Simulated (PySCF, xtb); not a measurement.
arsenic trifluoride cation (AsF₃), SMILES F[As](F)F (connectivity only; charge and spin as stated), charge +1, multiplicity 2.

Harmonic wavenumbers (cm⁻¹) from GFN2-xTB run with xtb at its own minimum, in rising order: 201, 201, 240, 440, 441, 528.

### Question
What does PBE-D3(BJ)/def2-SVP (PySCF) give at its own minimum? (Estimate from the structure and the level; the computed values follow.)

### Answer
212, 212, 252, 692, 742, 742. Paired by order, the mean absolute difference is 134 cm⁻¹ and the zero-point energies are 2.9 and 4.1 kcal/mol.
